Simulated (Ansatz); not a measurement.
Frontier orbitals of H$_{3}$IO$_{3}$Ti, SMILES `[OH][Ti]([OH])([OH])[I]`.

```json
{"atom": "O1", "x (Å)": "-1.617", "y (Å)": "-0.570", "z (Å)": "0.276"}
{"atom": "Ti2", "x (Å)": "-0.043", "y (Å)": "0.155", "z (Å)": "-0.111"}
{"atom": "O3", "x (Å)": "0.102", "y (Å)": "1.706", "z (Å)": "0.755"}
{"atom": "O4", "x (Å)": "1.319", "y (Å)": "-0.904", "z (Å)": "0.307"}
{"atom": "I5", "x (Å)": "0.038", "y (Å)": "0.530", "z (Å)": "-2.686"}
{"atom": "H6", "x (Å)": "-2.179", "y (Å)": "-1.236", "z (Å)": "-0.122"}
{"atom": "H7", "x (Å)": "0.885", "y (Å)": "2.146", "z (Å)": "1.094"}
{"atom": "H8", "x (Å)": "1.496", "y (Å)": "-1.827", "z (Å)": "0.488"}
```

The species carries charge 0 and has multiplicity 1. Correlated methods include outer-core shells of I, Ti, which these sets cover unevenly. Scalar relativity is left out up to krypton. I takes the def2 core potential. The structure was optimised at the PBE0-D4/def2-TZVP level. It is one conformer, not always the lowest. Basis def2-TZVPP, Ansatz.

```
functional  HOMO (eV)  LUMO (eV)  gap (eV)
       PBE      -6.23      -3.03      3.20
    B97M-V      -6.51      -2.95      3.56
      PBE0      -7.37      -2.11      5.26
   r2SCAN0      -7.58      -2.05      5.53
   LC-ωPBE      -9.87       0.09      9.96
   ωB97M-V      -9.44       0.05      9.49
```

Problem. What is the vertical ionisation energy at frozen-core CCSD(T)/def2-TZVPP? (Estimate.)

Solution. The calculation gave: 9.38 eV (T1 of the cation 0.025).

Against PBE, PBE0 changes HOMO and LUMO by −1.14 and +0.92 eV, ωB97M-V by −3.21 and +3.08 eV. A gap of 3.20 eV thus becomes 9.49 eV for the same molecule, so an orbital gap means little without its functional. A positive LUMO is unbound and depends on the basis. −ε(HOMO) differs from that ionisation energy by −3.14 eV with PBE and +0.06 eV with ωB97M-V.

LC-ωPBE has ω = 0.4 bohr⁻¹.
